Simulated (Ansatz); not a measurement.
Two members of one family (Series BCl2X), computed with Ansatz in the gas phase; def2 core potentials for I, no spin–orbit coupling. The two geometries come from different levels. Binding counts from free atoms in the multiplicity of their measured ground term, without zero-point energy. The structures are stationary points that may keep the symmetry of their start.

First: BCl2H (singlet, charge 0, r2SCAN-D4/def2-TZVP geometry).

Cartesian coordinates in Å:
```
B 0.113 -0.048 -0.052
Cl -0.612 1.376 -0.738
Cl -0.620 -0.854 1.303
H 1.119 -0.474 -0.514
```

```
                 level  HOMO (eV)  LUMO (eV)  gap (eV)  binding per atom (eV)
       PBE-D4/def2-SVP      -7.64      -2.42      5.22                   3.55
      PBE-D4/def2-TZVP      -7.84      -2.71      5.13                   3.50
     BLYP-D4/def2-TZVP      -7.71      -2.52      5.18                   3.37
    BHLYP-D4/def2-TZVP     -10.56      -0.64      9.92                   3.30
CAM-B3LYP-D4/def2-TZVP     -10.66      -0.58     10.08                   3.39
```

Second: BCl2I (singlet, charge 0, PBE0-D4/def2-SVP geometry).

```xyz
4

B    -0.092    0.008   -0.017
Cl   -0.675   -0.053   -1.656
Cl   -1.221    0.194    1.293
I     1.988   -0.149    0.381
```

Task: Estimate how these quantities change from the first to the second (second minus first).

Result: 
```csv
level,Δ HOMO (eV),Δ LUMO (eV),Δ gap (eV),Δ binding per atom (eV)
PBE-D4/def2-SVP,1.09,-0.16,-1.25,-0.16
PBE-D4/def2-TZVP,1.13,-0.15,-1.28,-0.17
BLYP-D4/def2-TZVP,1.19,-0.13,-1.32,-0.25
BHLYP-D4/def2-TZVP,1.67,-0.29,-1.96,-0.30
CAM-B3LYP-D4/def2-TZVP,1.51,-0.27,-1.78,-0.29
```
